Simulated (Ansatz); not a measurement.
Single points on Si(vinyl)(OMe)3 (C5H12O3Si).

```yaml
crystal:
  periodic: [false, false, false]
  atoms:
    - {symbol: Si, position_ang: [-0.039261, -0.201816, 0.106499]}
    - {symbol: C, position_ang: [0.078927, -0.053104, 1.956431]}
    - {symbol: C, position_ang: [1.216505, -0.277644, 2.645801]}
    - {symbol: H, position_ang: [-0.829471, 0.239220, 2.516870]}
    - {symbol: H, position_ang: [2.145108, -0.571040, 2.127379]}
    - {symbol: H, position_ang: [1.267743, -0.184541, 3.745028]}
    - {symbol: O, position_ang: [1.488240, -0.608792, -0.417898]}
    - {symbol: C, position_ang: [1.787948, -1.000349, -1.747015]}
    - {symbol: H, position_ang: [1.115186, -1.813718, -2.097245]}
    - {symbol: H, position_ang: [2.833969, -1.368295, -1.780195]}
    - {symbol: H, position_ang: [1.697214, -0.148238, -2.458197]}
    - {symbol: O, position_ang: [-0.624215, 1.215690, -0.574636]}
    - {symbol: C, position_ang: [-0.096312, 2.502025, -0.315651]}
    - {symbol: H, position_ang: [-0.012681, 2.715302, 0.775209]}
    - {symbol: H, position_ang: [-0.770141, 3.261485, -0.764036]}
    - {symbol: H, position_ang: [0.915687, 2.633428, -0.762319]}
    - {symbol: O, position_ang: [-1.079441, -1.382095, -0.442848]}
    - {symbol: C, position_ang: [-2.480701, -1.255401, -0.593293]}
    - {symbol: H, position_ang: [-3.011861, -1.414375, 0.373254]}
    - {symbol: H, position_ang: [-2.834669, -2.031092, -1.304135]}
    - {symbol: H, position_ang: [-2.767785, -0.256640, -0.988992]}
basis:
  gaussian: {orbitals: 6-31G}
hamiltonian: {xc: hf}
scf: {omitted_lower_state_checks: [starts]}
output: {orbitals: {seedname: orbitals}}
```

The file start.molden holds the orbitals of an earlier run on this structure, at another level or in another basis.

```sh
$ ansatz run in.yaml --threads 2 --pin off --events-out ev --progress --plain --max-ram 32768MiB --backend cuda --devices 0, --max-vram 18GiB
```

Shortened log:

```
Functional definition: HF
1384 factors; integrals over basis functions are off by at most 2.5e-4 eV
mean field evaluation 1: about -19306.6718 eV, gradient 4.6e1 eV
mean field evaluation 2: about -19306.6829 eV, gradient 4.6e1 eV
mean field evaluation 4: about -19311.3081 eV, gradient 4.1e0 eV
mean field evaluation 8: about -19311.3561 eV, gradient 1.3e-4 eV
mean field -19311.35609895 eV, -709.6792469292 hartree, gradient 1.2e-5 eV, S^2 0.000000; 0 other end points of the search recorded, 0 dependent functions left out
reference -19311.35609895 eV, -709.6792469292 hartree; 40, 40 occupied and 69, 69 virtual orbitals, 1384 factors
Total energy: -19311.35609895 eV, -709.6792469292 hartree
Checks for a lower state left out: starts
```

It took 17 s on 2 threads of AMD EPYC 7R13 on a shared host and a share (18 GiB) of an NVIDIA H100 80GB HBM3, peak host memory 0.75 GiB.

First input, but with `gaussian: {orbitals: def2-TZVP, initial_orbitals: start.molden}`, `hamiltonian: {xc: r2scan, dispersion: d4}`, `output: {forces: true, orbitals: {seedname: orbitals}}` (abridged; 14 s):

```
Functional definition: r2SCAN
mean field -19399.97722882 eV, -712.9360133824 hartree, gradient 1.8e-5 eV, S^2 0.000000
Total energy: -19400.12505782 eV, -712.9414459977 hartree
Atom 0 force    -0.030872    -0.064300    -0.825669 eV/Å
Atom 1 force     0.260253    -0.035975     0.292438 eV/Å
Atom 2 force    -0.242078     0.035702    -0.147720 eV/Å
Atom 3 force     0.460205    -0.141393    -0.227715 eV/Å
Atom 4 force    -0.495814     0.161935     0.279794 eV/Å
Atom 5 force    -0.032931    -0.043833    -0.573871 eV/Å
Atom 6 force    -0.918748     0.260298     0.347009 eV/Å
Atom 7 force     0.086196    -0.182825    -0.662826 eV/Å
Atom 8 force     0.316265     0.389748     0.225182 eV/Å
Atom 9 force    -0.523610     0.197026     0.089728 eV/Å
Atom 10 force     0.029408    -0.370118     0.400565 eV/Å
Atom 11 force     0.314357    -0.868183     0.399002 eV/Å
Atom 12 force     0.317446     0.646339     0.158017 eV/Å
Atom 13 force    -0.074597    -0.173596    -0.521985 eV/Å
Atom 14 force     0.294420    -0.444597     0.204633 eV/Å
Atom 15 force    -0.500912    -0.136947     0.188185 eV/Å
Atom 16 force     0.650992     0.699687     0.341441 eV/Å
Atom 17 force    -0.686979     0.110194    -0.057147 eV/Å
Atom 18 force     0.331736     0.070461    -0.438807 eV/Å
Atom 19 force     0.254044     0.374494     0.346998 eV/Å
Atom 20 force     0.191218    -0.484114     0.182747 eV/Å
Dipole moment:    -0.053923     0.196997     0.042318 e Å
Checks for a lower state left out: starts
```

The first input with `gaussian: {orbitals: def2-TZVP, initial_orbitals: start.molden}`, `hamiltonian: {xc: pbe}`, `correlation: {method: rpa}` and without the key `output` (abridged; 21 s):

```
Functional definition: PBE
mean field -19388.85661300 eV, -712.5273382887 hartree, gradient 2.0e-6 eV, S^2 0.000000
13 core orbitals not correlated: weight in the atoms' cores, before any rotation towards them, 1.000 or more for the frozen orbitals, at most 0.000 for the correlated occupied ones
Total energy: -19392.60425030 eV, -712.6650614192 hartree
Checks for a lower state left out: starts
```

As the first input, with `gaussian: {orbitals: def2-SVP, initial_orbitals: start.molden}`, `hamiltonian: {xc: pbe0, dispersion: d4}` (abridged; 16 s):

```
Functional definition: PBE0
mean field -19374.17260103 eV, -711.9877108020 hartree, gradient 2.3e-5 eV, S^2 0.000000
Total energy: -19374.61924296 eV, -712.0041245904 hartree
Checks for a lower state left out: starts
```

The first input with `gaussian: {orbitals: def2-TZVP, initial_orbitals: start.molden}`, `correlation: {method: mp2}` and without the key `hamiltonian` (abridged; 18 s):

```
Functional definition: HF
mean field -19323.76774395 eV, -710.1353664699 hartree, gradient 7.0e-6 eV, S^2 0.000000; unrestricted orbitals would lower it
13 core orbitals not correlated: weight in the atoms' cores, before any rotation towards them, 1.000 or more for the frozen orbitals, at most 0.000 for the correlated occupied ones
second order -44.47927471 eV of doubles, -0.00000000 eV of singles
Total energy: -19368.24701866 eV, -711.7699496663 hartree
Checks for a lower state left out: starts
```

The first input with `gaussian: {orbitals: def2-TZVP, initial_orbitals: start.molden}`, `hamiltonian: {xc: {name: BLYP}, dispersion: d4}` (abridged; 16 s):

```
Functional definition: BLYP
mean field -19403.08524100 eV, -713.0502307230 hartree, gradient 1.9e-5 eV, S^2 0.000000
Total energy: -19404.19032845 eV, -713.0908419378 hartree
Checks for a lower state left out: starts
```

First input, but with `gaussian: {orbitals: def2-TZVP, initial_orbitals: start.molden}` (abridged; 14 s):

```
Functional definition: HF
mean field -19323.76755926 eV, -710.1353596827 hartree, gradient 2.1e-5 eV, S^2 0.000000
Total energy: -19323.76755926 eV, -710.1353596827 hartree
Checks for a lower state left out: starts
```

Geometry: PBE-D4/def2-SVP.

Correlated methods freeze 13 core orbitals. The restricted singlet is unstable towards broken spin symmetry in Hartree–Fock (as tested in another run); at HF/6-31G this wasn't settled. At MP2/def2-TZVP, HF/def2-TZVP the restricted singlet (for correlated methods, its reference) is unstable: a solution with broken spin symmetry lies lower.
